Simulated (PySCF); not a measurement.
**Trend along the chalcogens: MMn molecules**

PBE0 with triple-zeta basis sets in PySCF, for the lowest determinant that a PBE0 search found; no spin–orbit coupling. De refers to high-spin ground-configuration atoms. A positive dipole means M(−)Mn(+).

```csv
M,basis,state (unpaired electrons),Re (Å),ωe (cm⁻¹),De (eV),μ (D)
O,x2c-TZVPPall,"sextet (σ ↑, π ↑↑, δ ↑↑)",1.619,882,3.98,4.88
S,def2-TZVPP,"sextet (σ ↑, π ↑↑, δ ↑↑)",2.058,504,3.30,6.10
Se,x2c-TZVPPall,"sextet (σ ↑, π ↑↑, δ ↑↑)",2.188,368,2.77,5.84
```

The shortest bond is that of MnO (1.619 Å), the longest that of MnSe (2.188 Å). MnO is bound most strongly (3.98 eV) and MnSe least (2.77 eV).

The rows differ in basis set, which adds steps of its own.

Relativity is treated differently too: O spin-free X2C; S no relativity; Se spin-free X2C.

Down a group bonds as a rule get longer and wavenumbers fall, partly through the reduced mass; this series shows no clear exception.

The metal atom is held in its measured ground configuration; semilocal functionals can put another filling of s and d lower by some tenths of an eV, and De to that atom would be smaller. Spin–orbit coupling is left out. With d or f electrons several states lie close, and the lowest PBE0 determinant need not be the measured ground state.
